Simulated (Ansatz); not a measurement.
Reactions of `[SiH3]OB(S)S`.

Gas-phase electronic energies from Ansatz, PBE0-D4/def2-TZVP geometries. CCSD(T)/CBS is the MP2 limit (def2-TZVPP, def2-QZVPP) plus CCSD(T) − MP2 in def2-TZVPP, frozen cores. This one scheme is used for every species. Functionals use def2-TZVPP. def2 core potentials past Kr. For In outer-core shells are correlated without core-valence functions, which leaves a few kJ/mol of doubt a bond. One conformer a species, not always the lowest.

| reaction | PBE-D4 (kcal/mol) |
| --- | --- |
| `[SiH3]OB(S)S` + `N[SiH2]S` → `[SiH3]N[SiH2]S` + `OB(S)S` | 6.0 |
| `[SiH3]OB(S)S` + `OCB(F)O[SiH3]` → `[SiH3]OB(S)O[SiH3]` + `OCB(F)S` | 4.6 |
| `[SiH3]OB(S)S` + CH₃OH → `COB(S)S` + `O[SiH3]` | -1.3 |
| `[SiH3]OB(S)S` + `[CH3][In]([OH])[F]` → `[CH3][In]([F])[O][SiH3]` + `OB(S)S` | -3.1 |
| `[SiH3]OB(S)S` + `OBCF` → `[SiH3]OBS` + `OBC(F)S` | 21.5 |

Question: Give the CCSD(T)/CBS values in the same order. (An estimate is asked.)

Answer: Computed: 7.4, 5.6, -1.1, -4.2, 22.5 kcal/mol.

Largest T1 diagnostic: 0.016, for `[CH3][In]([OH])[F]`.
